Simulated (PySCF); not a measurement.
C₃H₃, SMILES [CH]1[CH][CH]1 (connectivity only; charge and spin as stated), neutral, multiplicity 2.

Geometry: B3LYP-D3(BJ)/def2-TZVP.

Computed with TDA-PBE0/def2-SVPD run with PySCF.

Vertical excitations. Gas-phase values at a fixed geometry.

Computed UV-visible absorptions:
| state | energy (eV) | λ (nm) | f | main pairs |
|---|---|---|---|---|
| root 1 | 2.44 | 508 | 0.006 | α HOMO→LUMO 95 % |
| root 2 | 4.84 | 256 | 0.000 | α HOMO→LUMO+1 91 % |
| root 3 | 5.11 | 243 | 0.000 | α HOMO→LUMO+2 96 % |
| root 4 | 5.12 | 242 | 0.019 | α HOMO→LUMO+3 91 % |
| root 5 | 5.73 | 216 | 0.002 | β HOMO→LUMO 91 % |
| root 6 | 6.11 | 203 | 0.000 | α HOMO−1→LUMO 52 %, β HOMO→LUMO+1 46 % |
| root 7 | 6.16 | 201 | 0.002 | α HOMO−2→LUMO 46 %, β HOMO−1→LUMO+1 45 % |
| root 8 | 6.51 | 190 | 0.011 | α HOMO→LUMO+4 97 % |
| root 9 | 6.60 | 188 | 0.036 | β HOMO−1→LUMO 92 % |
| root 10 | 6.67 | 186 | 0.000 | α HOMO−1→LUMO 46 %, β HOMO→LUMO+1 51 % |
Unrestricted roots are not spin-pure.
